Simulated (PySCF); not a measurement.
Problem. Give a GFN2-xTB geometry of `C=C(F)CC#[N+]COC`. (Charge +1.)

Solution. 
Z-matrix in Å and degrees, rows numbered from 1:
```
C 
C   1  1.3140
F   2  1.3434  1  122.24
C   2  1.5289  1  126.71  3  -179.24
C   4  1.4072  2  109.42  1  -127.44
N   5  1.1528  4  174.25  2   -49.32
C   6  1.4289  5  165.99  4   118.48
O   7  1.3626  6  110.68  5   -11.70
C   8  1.4240  7  116.51  6   -85.85
H   1  1.0736  2  122.14  3  -179.78
H   1  1.0768  2  120.27  3     1.66
H   4  1.0939  2  110.30  1    -5.44
H   4  1.0997  2  109.08  1   113.91
H   7  1.1023  6  105.96  5  -136.49
H   7  1.0981  6  106.29  5   106.45
H   9  1.0869  8  105.39  7  -176.47
H   9  1.0925  8  110.88  7   -58.06
H   9  1.0933  8  111.77  7    64.79
```

The C–O distances run from 1.363 Å (C7–O8, drawn single) to 1.424 Å (O8–C9, drawn single), a spread of 0.061 Å. Of the pairs four or more bonds apart, H14···H17 is among the closest relative to their van der Waals radii: 2.40 Å, 100 % of the sum of Bondi's values. C1 (terminal =CH2 carbon) is planar (angles 122.1°, 120.3° and 117.6°, sum 360.0°, 0.01 Å off the plane of its three neighbours). C2 (vinylic C–F carbon) is planar (angles 126.7°, 122.2° and 111.0°, sum 360.0°, 0.00 Å off the plane of its three neighbours).

Structure optimised with GFN2-xTB, isolated species.

Point group: C1 (no symmetry element, even within 0.4 Å). Whether it is a minimum is left open (no frequencies). Torsions: C1–C2–C4–C5 -127°, N6–C7–O8–C9 -86°.

One conformer stands for the species.

All values are computed, not measured.
